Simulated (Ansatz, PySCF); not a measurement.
Gas-phase reaction (SMILES): [NH2][Al]([NH2])[OH] + Cl (HCl) -> [NH2][Al]([NH2])[Cl] + O (H2O); hydrogen chloride cleaves one Al-O bond, a model of a ligand-exchange step.

Geometries: B3LYP-D3(BJ)/def2-TZVP minima from Ansatz (a first-principles code), one conformer each, not searched for the lowest. Valence correlation only, unless marked. Spin-orbit coupling is left out. Non-relativistic. CBS marks a two-point X^-3 extrapolation of the correlation energy; Hartree-Fock from the larger set. Thermal terms are rigid-rotor harmonic-oscillator values from B3LYP-D3(BJ) frequencies (Ansatz or PySCF) at 298.15 K and 1 atm. 1 Eh = 627.5095 kcal/mol.

```json
[
 {"species": "[NH2][Al]([NH2])[OH]", "E, CCSD(T)/CBS(aug-cc-pV(T+d)Z,aug-cc-pV(Q+d)Z) (Ansatz) (Eh)": "-429.73791", "E, PBE/def2-TZVPD (Ansatz) (Eh)": "-430.04500", "H - E (Eh)": "0.07221"},
 {"species": "Cl (HCl)", "E, CCSD(T)/CBS(aug-cc-pV(T+d)Z,aug-cc-pV(Q+d)Z) (Ansatz) (Eh)": "-460.37804", "E, PBE/def2-TZVPD (Ansatz) (Eh)": "-460.62833", "H - E (Eh)": "0.01000"},
 {"species": "[NH2][Al]([NH2])[Cl]", "E, CCSD(T)/CBS(aug-cc-pV(T+d)Z,aug-cc-pV(Q+d)Z) (Ansatz) (Eh)": "-813.75592", "E, PBE/def2-TZVPD (Ansatz) (Eh)": "-814.30714", "H - E (Eh)": "0.06019"},
 {"species": "O (H2O)", "E, CCSD(T)/CBS(aug-cc-pV(T+d)Z,aug-cc-pV(Q+d)Z) (Ansatz) (Eh)": "-76.37513", "E, PBE/def2-TZVPD (Ansatz) (Eh)": "-76.38111", "H - E (Eh)": "0.02495"}
]
```

**Question.** Work out ΔE and ΔH at 298.15 K at the first level, then ΔH at the second.

**Answer.** 
1. ΔE = [(-813.75592) + (-76.37513)] - [(-429.73791) + (-460.37804)] = -0.01510 Eh = -9.5 kcal/mol at CCSD(T)/CBS(aug-cc-pV(T+d)Z,aug-cc-pV(Q+d)Z).
2. The terms H - E add up to 0.00293 Eh, so ΔH = (-0.01510 + (0.00293))×627.5095 = -7.6 kcal/mol.
3. At PBE/def2-TZVPD the same steps give ΔE = -9.4 and ΔH = -7.5 kcal/mol, a shift of +0.1 from the first level.
4. These values are not checked against measurement here, since the tables used lack a sound gas-phase enthalpy of formation for at least one species.
